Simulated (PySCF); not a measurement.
CH5ClF2Si2, SMILES Cl[Si@@](F)([SiH3])CF.

The structure is a stationary point at B3LYP-D3(BJ)/def2-SVP. The structure was generated by enumeration; whether it is a known compound was not checked. One conformer was computed; it need not be the lowest.

These are TDDFT-PBE/def2-SVPD (PySCF) values and carry that method's errors.

Vertical excitations. 

Computed excitation energies, oscillator strengths and character:
```csv
state,energy (eV),λ (nm),f,main pairs
S1,5.87,211,0.005,HOMO→LUMO 98 %
S2,6.03,206,0.008,HOMO→LUMO+1 96 %
S3,6.71,185,0.113,"HOMO→LUMO+2 75 %, HOMO→LUMO+3 14 %"
S4,6.90,180,0.018,"HOMO−1→LUMO 66 %, HOMO→LUMO+3 16 %"
S5,6.99,177,0.034,"HOMO→LUMO+3 51 %, HOMO−2→LUMO 24 %, HOMO→LUMO+2 9 %"
S6,7.03,176,0.017,"HOMO−1→LUMO+1 53 %, HOMO−2→LUMO 27 %, HOMO→LUMO+3 13 %"
S7,7.14,174,0.077,"HOMO−2→LUMO 37 %, HOMO−1→LUMO+1 27 %, HOMO→LUMO+4 10 %, HOMO−1→LUMO 8 %"
S8,7.22,172,0.008,HOMO−2→LUMO+1 83 %
S9,7.29,170,0.011,"HOMO−3→LUMO 51 %, HOMO−4→LUMO 24 %, HOMO→LUMO+4 14 %"
S10,7.32,169,0.014,"HOMO−4→LUMO 69 %, HOMO−3→LUMO 18 %"
T1,5.37,231,0,HOMO→LUMO 98 %
T2,5.53,224,0,HOMO→LUMO+1 97 %
T3,6.27,198,0,HOMO→LUMO+2 91 %
T4,6.47,192,0,HOMO−1→LUMO 87 %
```
Triplets are in the Tamm–Dancoff approximation, which puts them higher than full response would, so one can lie above its singlet here.
